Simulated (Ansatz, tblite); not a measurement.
Cost and result up the ladder for the cluster Sn3H4 (the lowest singlet isomer of a short search) (7 atoms). The state is a singlet with charge 0. Geometry: PBE-D4/def2-SVP.

```xyz
7

Sn   -0.1489    0.1065   -1.9765
Sn   -1.4174    1.2187    0.6679
Sn    0.8596   -0.7277    0.7186
H     0.3190    1.2918    1.4369
H     0.0355   -1.5915   -1.1441
H    -1.2126   -0.4969    1.4581
H     1.5648    0.1992   -1.1608
```

Ansatz on 4 threads of Arm Neoverse V2 on a shared host; xTB runs through tblite on one thread. Times are rough, summed over both states, and most runs start from the orbitals of an earlier one. PBE0-D4/def2-TZVP serves as the yardstick here, not as an exact answer. The other state is a doublet.

In the def2 sets Sn takes a core potential; there is no spin–orbit coupling. The xTB rows come from tblite. The structure comes from a short search, and lower isomers may exist.

Raw xTB energies of ions are shifted by several eV.

| level | functions | wall time | vertical IE (eV) | difference from PBE0-D4/def2-TZVP (eV) |
| --- | --- | --- | --- | --- |
| GFN1-xTB | 35 | 0.006 s | 12.11 | 4.69 |
| GFN2-xTB | 31 | 0.006 s | 12.00 | 4.57 |
| PBE-D4/def2-TZVP | 174 | 4.6 s | 7.38 | -0.05 |
| PBE0-D4/def2-TZVP (with forces) | 174 | 9.7 s | 7.42 | 0.00 |
| r2SCAN-D4/def2-TZVP | 174 | 10 s | 7.42 | 0.00 |
